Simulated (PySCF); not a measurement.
Computed properties of GaF2I, SMILES [F][Ga]([F])[I]

GaF2I, SMILES [F][Ga]([F])[I]. Geometry: B3LYP-D3(BJ)/def2-SVP. The def2 effective core potentials stand for the cores of I; spin–orbit coupling is left out. Other conformers were not sampled. All values are computed for the isolated molecule unless a solvent is named; none is compared with measurement here.

**Structure.** The optimised structure has C2v symmetry. All 6 harmonic modes at B3LYP-D3(BJ)/def2-SVP (PySCF) are real, so it is a minimum. With heavy atoms numbered as in [Ga:1]([F:2])([F:3])[I:4], the shortest bond between them is Ga1–F2 at 1.743 Å and the longest Ga1–I4 at 2.458 Å.

**Vibrations.** The strongest infrared lines (harmonic, unscaled, degenerate partners summed) lie at 698 cm⁻¹ (83 km/mol, F 85 %, Ga 15 %), 742 cm⁻¹ (67 km/mol, F 72 %, Ga 28 %), 265 cm⁻¹ (38 km/mol, Ga 55 %, I 29 %, F 16 %). The softest mode is at 116 cm⁻¹ and the zero-point energy is 3.1 kcal/mol.

**Electronic structure.** CAM-B3LYP/def2-TZVPD (PySCF) places the frontier levels at -9.88 and -1.66 eV, a gap of 8.22 eV, and gives a dipole moment of 2.21 D and a mean polarisability of 59.7 bohr³.

**Excitations.** TDA-ωB97X/def2-SVPD (PySCF) has S1 at 5.00 eV (248 nm, f = 0.010, weak); the most intense of the 10 singlets computed lies at 7.61 eV (f = 0.43). T1 (TDA) is at 4.52 eV, 0.48 eV under S1. No vertical singlet excitation falls in the visible range (under 3.1 eV).
